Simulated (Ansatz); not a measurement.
`C[CH2][Mg][OH]` and `[CH3][Mg][OH]` differ in one atom or group.

Ansatz, PBE0-D4/def2-TZVP geometries, multiplicity 1. Each molecule was computed in one conformer, which needn't be the lowest.

```csv
property,`C[CH2][Mg][OH]`
size of the dipole moment (B3LYP/def2-TZVPP) / D,0.13
"ideal-gas entropy at 298 K and 1 bar (rigid rotor, harmonic PBE0-D4/def2-TZVP) / J/(mol·K)",351
HOMO–LUMO gap (ωB97M-V/def2-TZVPP) / eV,9.34
size of the dipole moment (ωB97M-V/def2-TZVPP) / D,0.18
HOMO energy (PBE/def2-TZVPP) / eV,-5.53
LUMO energy (B3LYP/def2-TZVPP) / eV,-1.00
```

Task: Give the same properties after the change, and the shifts. (An estimate is asked.)

Result: Ansatz gave: 
```tsv
property	`[CH3][Mg][OH]`	shift
size of the dipole moment (B3LYP/def2-TZVPP) / D	0.11	-0.02
ideal-gas entropy at 298 K and 1 bar (rigid rotor, harmonic PBE0-D4/def2-TZVP) / J/(mol·K)	307	-44
HOMO–LUMO gap (ωB97M-V/def2-TZVPP) / eV	9.97	0.63
size of the dipole moment (ωB97M-V/def2-TZVPP) / D	0.18	0.00
HOMO energy (PBE/def2-TZVPP) / eV	-6.09	-0.56
LUMO energy (B3LYP/def2-TZVPP) / eV	-1.00	0.00
```

The zero-point energy changes by -77.0 kJ/mol with -9 modes. Dipoles are sizes alone; their direction can turn.

B3LYP here is the variant with VWN-RPA as its local correlation; programs differ in this.
